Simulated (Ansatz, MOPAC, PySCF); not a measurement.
Species: H$_{2}$S$_{2}$, charge 0, multiplicity 1. SMILES: SS
Coordinates optimised at B3LYP-D3(BJ)/def2-TZVP (Ansatz, an electronic-structure program):
```
S
H 1 1.3476
S 1 2.0719 2 98.52
H 3 1.3476 1 98.52 2 -90.39
```

Wanted: size of the dipole moment, in D. Terms: 6-311+G** with 5d, 6d on Na to Ar in Ansatz; spin-orbit terms left out; non-relativistic; 6-31G* and kin with 6d, 5d where marked; no dispersion term unless named. First-principles rows: single points at B3LYP-D3(BJ) geometries (Ansatz). Semi-empirical rows: dipoles at the shared geometry.

```json
[
 {"level": "PM6", "program": "MOPAC", "size of the dipole moment (D)": "1.35"},
 {"level": "MNDO", "program": "MOPAC", "size of the dipole moment (D)": "1.61"},
 {"level": "PBE/6-31G*", "program": "Ansatz", "size of the dipole moment (D)": "1.57"},
 {"level": "PBE/def2-SVP", "program": "Ansatz", "size of the dipole moment (D)": "1.41"},
 {"level": "PBE/6-311+G**", "program": "Ansatz", "size of the dipole moment (D)": "1.51"},
 {"level": "BP86/6-31G* (5d)", "program": "PySCF", "size of the dipole moment (D)": "1.55"},
 {"level": "B3LYP/3-21G", "program": "Ansatz", "size of the dipole moment (D)": "1.94"},
 {"level": "B3LYP/def2-SVP", "program": "Ansatz", "size of the dipole moment (D)": "1.37"},
 {"level": "M06-2X/6-31G* (5d)", "program": "PySCF", "size of the dipole moment (D)": "1.55"}
]
```

No value to compare with is used here. The 9 habitual levels span 1.35 (PM6) to 1.94 D (B3LYP/3-21G).

The levels are drawn from those run, B3LYP/6-31G* more often than the rest, none by its result; runs whose electronic state is in doubt are left out.
